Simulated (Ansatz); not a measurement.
The molecule SnMo, multiplicity 9 (lowest of 2S+1 = 1, 3, 5, 7, 9 at CCSD(T)/def2-TZVPP on PBE0 minima; our sources give no spin for the ground state, which may be another). No spin–orbit coupling.

Seven points along R, fitted to fifth degree in 1/R; most abundant isotopes. Runs in def2 and cc sets follow the lowest solution found near the PBE0 minimum.

Codes used: Ansatz (Gaussian basis) for Hartree–Fock, density functionals and correlated methods.  In def2 rows elements past Kr take small-core potentials, without spin–orbit coupling.

Energies at B3LYP/def2-TZVPP:

| R (Å) | E (hartree) |
|---|---|
| 2.712940 | -282.47017808 |
| 2.785869 | -282.47288359 |
| 2.852963 | -282.47434834 |
| 2.928808 | -282.47510390 |
| 3.004654 | -282.47514398 |
| 3.092168 | -282.47455555 |
| 3.194268 | -282.47329754 |

Q: With a reduced mass of 53.8965 u, find the minimum, the force constant and the constants.

A: A fifth-degree polynomial in 1/R puts the minimum at r_e = 2.9708 Å with force constant 45.2 N/m. Then ω_e = (1/2πc)√(k/μ) = 119 cm⁻¹ and B_e = h/(8π²cμr_e²) = 0.03544 cm⁻¹; the cubic and quartic terms give α_e = 0.00020 and ω_e x_e = 0.63 cm⁻¹.

Ansatz is a first-principles code.
